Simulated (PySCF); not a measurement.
SMILES N#CCCC#N, singlet, PBE0/def2-SVP optimised geometry.

```
10

N      2.16    -0.78     0.01
C      1.00    -0.79     0.00
C     -0.46    -0.79     0.00
C     -1.07     0.62     0.00
C     -0.83     1.36    -1.23
N     -0.65     1.94    -2.22
H     -0.81    -1.36    -0.87
H     -0.80    -1.33     0.90
H     -2.16     0.53     0.14
H     -0.68     1.21     0.85
```

Density from PBE0/def2-TZVP (PySCF) at that geometry.

Minimum of the electron density along straight lines between bonded atoms, close to the bond critical point (lines longer than 1.1 times the sum of covalent radii, or with two minima, are not listed):

```
bond    length / Å  ρ at the minimum / e bohr⁻³  ∇²ρ there / e bohr⁻⁵  position (fraction from the first atom)
------  ----------  ---------------------------  --------------------  ---------------------------------------
N1–C2        1.157                        0.488                 -0.12                                     0.66
C2–C3        1.459                        0.270                 -0.74                                     0.54
C3–C4        1.536                        0.239                 -0.58                                     0.50
C4–C5        1.459                        0.270                 -0.74                                     0.46
C5–N6        1.157                        0.488                 -0.12                                     0.35
C3–H7        1.101                        0.275                 -0.95                                     0.65
C3–H8        1.101                        0.275                 -0.94                                     0.65
C4–H9        1.101                        0.275                 -0.94                                     0.65
C4–H10       1.101                        0.275                 -0.95                                     0.65
```
